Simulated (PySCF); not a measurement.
Isomers of C2H6Si. Gas-phase values, no solvent. Strings in code marks are SMILES.

All values below come from PySCF with B3LYP-D3(BJ)/def2-TZVP. All candidates: neutral, multiplicity 1. B3LYP has the VWN-RPA correlation part, as in Gaussian. Delta-SCF ions had no search for a lower state. Excitations are Tamm–Dancoff values on a coarser integration grid. The basis has no diffuse functions, so Rydberg states are missing or too high.

The vertical ionisation energy (Delta-SCF) is 10.17 eV. The brightest of the four lowest singlets (TDA) is 7.47 eV and the HOMO–LUMO gap comes out as 7.07 eV.

### Question
Which member has these values?
(A) `C=C[SiH3]`
(B) `CC=[SiH2]`
(C) `C=[SiH]C`
(D) `C1C[SiH2]1`

### Answer
A, `C=C[SiH3]`. The others give `CC=[SiH2]`: 8.24 eV, 5.29 eV, 4.75 eV; `C=[SiH]C`: 8.33 eV, 5.66 eV, 5.18 eV; `C1C[SiH2]1`: 9.16 eV, 6.42 eV, 6.80 eV
